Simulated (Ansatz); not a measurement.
A nudged elastic band was laid between two geometries of H$_{3}$LiOSSi (7 atoms, charge 0, multiplicity 1).

Method: RKS PBE-D4/def2-SVP in Ansatz.

| Quantity | Value |
| --- | --- |
| movable images | 5 |
| climbing image | yes |
| spring | 50.0 eV/Å² |
| optimiser | quadratic models (default) |
| start path | through a guess of the saddle point |
| force threshold | 0.05 eV/Å |
| iteration limit | 60 |
| end points | relaxed |

Image 0:

```xyz
7
Properties=species:S:1:pos:R:3
Li 0.541 -2.497 1.858
O 0.955 -1.329 0.850
S 1.481 -0.157 -0.189
Si -0.398 0.813 -0.558
H -0.156 1.952 -1.519
H -1.011 1.354 0.712
H -1.411 -0.136 -1.154
```

Image 6:

```xyz
7
Properties=species:S:1:pos:R:3
Li -0.193 -1.037 1.123
O 1.442 -0.821 0.470
S 1.076 0.082 -0.795
Si -1.235 0.605 -0.698
H 1.421 1.385 -0.434
H -1.068 0.735 0.872
H -1.443 -0.950 -0.538
```

Task: What changes between the two ends?

Result: Bonds broken: Si4–H5. Bonds formed: Li1–S3, Li1–Si4, S3–H5.

Task: What energy profile does the band end with?

Result: It converged. The highest image is number 3 of 0 to 6, 157.9 kJ/mol above the first end and 89.4 kJ/mol above the last; the last end lies 68.5 kJ/mol above the first. Another band between the same ends (5 images) ends at a top of the same energy, where a vibrational analysis finds 1 clearly imaginary mode. The orbitals stay closed-shell, which can raise the energy where a bond breaks towards radicals; this wasn't checked here.

| image | path coordinate (Å) | energy (kJ/mol) | Si4–H5 (Å) | Li1–S3 (Å) | Li1–Si4 (Å) |
| --- | --- | --- | --- | --- | --- |
| 0 | 0.00 | 0.0 | 1.51 | 3.25 | 4.20 |
| 1 | 1.08 | 9.0 | 1.51 | 3.16 | 3.52 |
| 2 | 2.16 | 49.6 | 1.49 | 2.63 | 2.70 |
| 3 | 3.24 | 157.9 | 1.67 | 2.50 | 2.71 |
| 4 | 3.71 | 122.4 | 2.02 | 2.54 | 2.81 |
| 5 | 4.17 | 78.7 | 2.48 | 2.56 | 2.80 |
| 6 | 4.64 | 68.5 | 2.78 | 2.56 | 2.66 |

Task: What is the geometry of the highest image?

Result: 
```xyz
7
Properties=species:S:1:pos:R:3:forces:R:3
Li -0.032 -1.052 1.304 0.01 -0.01 0.00
O 1.512 -1.309 0.514 -0.01 0.01 -0.01
S 1.288 -0.193 -0.634 -0.01 -0.01 0.02
Si -0.759 0.703 -0.627 -0.01 0.00 0.00
H 0.718 1.484 -0.539 0.00 0.00 0.00
H -0.946 0.777 0.909 0.01 0.00 0.00
H -1.782 -0.411 -0.928 0.00 0.00 -0.01
```

Time of the run: 120 s on 1 thread of Intel(R) Xeon(R) 6975P-C (Granite Rapids), with other jobs on the host, peak memory 0.15 GiB.
